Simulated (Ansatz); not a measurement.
The cluster In2Se3⁻. Charge -1, multiplicity 2. Geometry PBE-D4/def2-SVPD.

| atom | x (Å) | y (Å) | z (Å) |
| --- | --- | --- | --- |
| In1 | 0.1922 | -0.9945 | -1.0593 |
| In2 | -0.2536 | 1.0994 | 0.9520 |
| Se3 | 0.7768 | -1.2589 | 1.5129 |
| Se4 | -0.9354 | 3.2563 | 1.8059 |
| Se5 | 0.2199 | -2.1023 | -3.2115 |

In the def2 sets In takes a core potential; there is no spin–orbit coupling. Another isomer (doublet) lies 0.42 eV lower at PBE0-D4/def2-TZVPD; other spin states weren't run for this one.

Problem. Estimate the α-spin orbital energies around the gap (eV) in Ansatz with HF/def2-TZVPD, PBE-D4/def2-TZVPD, revPBE-D4/def2-TZVPD, r2SCAN-D4/def2-TZVPD, PBE0-D4/def2-TZVPD.

Solution. 
| orbital | HF/def2-TZVPD | PBE-D4/def2-TZVPD | revPBE-D4/def2-TZVPD | r2SCAN-D4/def2-TZVPD | PBE0-D4/def2-TZVPD |
| --- | --- | --- | --- | --- | --- |
| HOMO−5 | -6.78 | -3.03 | -2.97 | -3.33 | -4.18 |
| HOMO−4 | -5.73 | -2.39 | -2.33 | -2.66 | -3.42 |
| HOMO−3 | -5.24 | -2.11 | -2.04 | -2.33 | -3.08 |
| HOMO−2 | -5.21 | -2.05 | -1.99 | -2.28 | -3.03 |
| HOMO−1 | -5.19 | -2.03 | -1.97 | -2.25 | -3.01 |
| HOMO | -4.46 | -1.41 | -1.36 | -1.68 | -2.32 |
| LUMO | 3.21 | 0.26 | 0.34 | 0.35 | 0.88 |
| LUMO+1 | 3.21 | 0.66 | 0.74 | 0.69 | 1.14 |
| LUMO+2 | 3.36 | 1.37 | 1.45 | 1.60 | 1.91 |
| LUMO+3 | 3.61 | 1.87 | 1.97 | 2.06 | 2.49 |
| LUMO+4 | 3.81 | 2.28 | 2.25 | 2.73 | 2.66 |
| LUMO+5 | 4.07 | 2.43 | 2.36 | 2.93 | 2.79 |
| β HOMO | -4.90 | -1.87 | -1.81 | -2.08 | -2.76 |
| β LUMO | 2.19 | -0.96 | -0.88 | -0.92 | -0.46 |
